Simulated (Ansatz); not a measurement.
System: PH4 (charge -1, singlet). Whether it binds its extra electron was not tested at this geometry. SMILES: [H][P@TB5-]([H])([H])[H]
Geometry from a B3LYP-D3(BJ)/def2-TZVP (Ansatz, a quantum-chemistry and plane-wave program) optimisation:
```xyz
5

P     -0.0900    -0.0022     0.0787
H     -0.1334     0.0276    -1.3351
H      1.3057     0.0005     0.3104
H      0.0798     1.7023    -0.0417
H      0.0981    -1.6980    -0.1137
```
Charge -1, spin multiplicity 1.

Parts of the frozen-core correlation energy in cc-pV(D+d)Z (Ansatz, hartree). Frozen orbitals: 5; correlated occupied orbitals by spin: 5 and 5; virtual: 33 and 33. No spin-orbit coupling. No relativistic terms.

```
term                            value
-------------------------  ----------
reference (HF)             -342.94560
MP2 opposite-spin          (withheld)
MP2 same-spin                -0.02619
CCSD correlation           (withheld)
(T)                        (withheld)
CCSDT minus CCSD(T)          -0.00081
CCSDT(Q) minus CCSD(T)       -0.00099
T1 diagnostic                   0.012
largest doubles amplitude       0.092
```

### Question
Some entries are withheld; supply them.

### Answer

- MP2 opposite-spin, value: -0.13841
- CCSD correlation, value: -0.19944
- (T), value: -0.00491
